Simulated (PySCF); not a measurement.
Delta-SCF ions had no search for a lower state. Excitations are Tamm–Dancoff values on a coarser integration grid. The basis has no diffuse functions, so Rydberg states are missing or too high.

**C$_{8}$H$_{7}$FSSi, SMILES `c12c(sc(F)c2)cccc1[SiH3]` (charge 0, multiplicity 1)**

Calculation: PBE-D3(BJ)/def2-TZVP // PBE-D3(BJ)/def2-SVP in PySCF.

```
Property                                                      Result
-------------------------------------------  -----------------------
HOMO                                                        -5.66 eV
dipole moment                                                 1.12 D
HOMO–LUMO gap                                                3.62 eV
LUMO                                                        -2.03 eV
S1 excitation (TDA)                                          4.25 eV
S1 oscillator strength                                         0.008
brightest of the four lowest singlets (TDA)                  4.32 eV
T1 excitation (TDA)                                          3.22 eV
S1–T1 gap (TDA)                                              1.03 eV
vertical ionisation energy (Delta-SCF)                       8.02 eV
total energy                                           -1095.9735 Ha
cost                                         roughly 21 core-minutes
```

```xyz
18

F      4.0364    -0.8799     0.6201
C      2.7218    -0.8794     0.4281
C      1.9150     0.2151     0.2722
C      0.5370    -0.1666     0.0842
C     -0.6025     0.6657    -0.1112
Si    -0.4479     2.5445    -0.1541
C     -1.8544     0.0446    -0.2723
C     -2.0011    -1.3588    -0.2449
C     -0.8909    -2.1888    -0.0538
C      0.3662    -1.5866     0.1088
S      1.8894    -2.4282     0.3605
H      2.2979     1.2436     0.2922
H      0.1211     3.0721     1.1374
H     -1.8120     3.1368    -0.3740
H      0.4716     2.9884    -1.2620
H     -2.7499     0.6673    -0.4249
H     -2.9976    -1.8067    -0.3747
H     -1.0001    -3.2831    -0.0316
```
Charge 0, spin multiplicity 1.
